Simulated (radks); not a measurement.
The numbers below are computed, except where a source is named.
Spherical quantum dot in the effective-mass picture: electrons in a hard-walled sphere of radius 6.58, all in effective atomic units (hartree* = m*/eps^2 hartree, bohr* = eps/m* bohr), one dielectric constant everywhere. Level of theory: non-relativistic Kohn-Sham, LDA (Slater exchange, Perdew-Wang correlation), spin-polarised, spherical densities (a radial shooting solver with Libxc functionals). Levels are named by radial order and angular momentum (1s, 1p, 1d, 2s, ...), and open shells are averaged over m. Results are scaled to m* = 0.044 and eps = 17.9, for which hartree* = 3.737 meV and bohr* = 21.53 nm.

N = 13, configuration 1s2 1p6 1d(up 5, down 0). This is the lowest configuration that the search found. Occupied and some empty levels:

level    occupation  eigenvalue (meV)  <r> (nm)
1s up             1            9.3860     97.10
1s down           1            9.5377     96.34
1p up             3            9.6001     99.98
1p down           3            9.7571     99.63
1d up             5            9.9813     102.7
1d down           0            10.142     102.6
1f up             0            10.509     105.2
1f down           0            10.671     105.1
2s up             0            11.085     64.29
2s down           0            11.151     63.88
2p up             0            11.784     74.88
2p down           0            11.872     74.49

Energy (meV): total 67.9422, kinetic 16.647, external 0, Hartree 62.311, exchange-correlation -11.015.

Electron density:

r (nm)  n(r) (e/nm^3)
7.61        6.836e-08
14.7        8.357e-08
21.7        1.112e-07
28.8        1.557e-07
35.8        2.227e-07
42.8        3.199e-07
49.9        4.561e-07
56.9        6.387e-07
64.0        8.727e-07
71.0        1.156e-06
78.1        1.471e-06
85.1        1.782e-06
92.2        2.028e-06
99.2        2.132e-06
106         2.024e-06
113         1.675e-06
120         1.144e-06
127         5.736e-07
134         1.517e-07
142         3.572e-10
